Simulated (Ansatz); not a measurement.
Calculated with Ansatz (gas phase, PBE0-D4/def2-TZVP geometries, no zero-point term in ΔE). CBS: MP2 limit from def2 TZ/QZ plus the TZ coupled-cluster correction, frozen cores. This one scheme is used for every species. DFT in def2-TZVPP. For Br outer-core shells are correlated without core-valence functions, which leaves a few kJ/mol of doubt a bond. Scalar relativity is left out up to krypton. One conformer a species, not always the lowest.

Consider the ligand exchange at a B–Br bond: `NB(F)Br` + H–F → `NB(F)F` + HBr.

CCSD(T)/CBS gives -61.8 kJ/mol.

Problem. Another level gave -69.5 kJ/mol. Which?
A. BHLYP/def2-TZVPP
B. PBE-D4/def2-TZVPP
C. ωB97M-V/def2-TZVPP
D. B97M-V/def2-TZVPP

Solution. C. ωB97M-V -69.5, B97M-V -76.2, PBE-D4 -60.6, BHLYP -81.4 kJ/mol.

Problem. What do rigid-rotor, harmonic-oscillator terms from PBE0-D4/def2-TZVP frequencies (298.15 K, 1 bar) make of the CCSD(T)/CBS value? (Estimate.)

Solution. Ansatz gave: ΔZPE = -3.6 kJ/mol, ΔH = -66.5 kJ/mol, ΔS = -4 J/(mol·K), ΔG = -65.4 kJ/mol.

Largest T1 diagnostic among the species: 0.011.

At CCSD(T), def2-SVP lies −25.1 kJ/mol from the extrapolated value and def2-TZVPP −5.9 kJ/mol. In def2-TZVPP, CCSD(T) changes the Hartree–Fock value by +21.2 kJ/mol (the triples alone add +3.7 kJ/mol) and MP2 by +29.2 kJ/mol. Leaving LDA and LC-ωPBE aside and taking each functional with its dispersion term where it has one, the values, not all of them listed here, spread over 20.8 kJ/mol, from CAM-B3LYP-D4 to revPBE-D4. LDA lies −3.3 kJ/mol from PBE without D4.
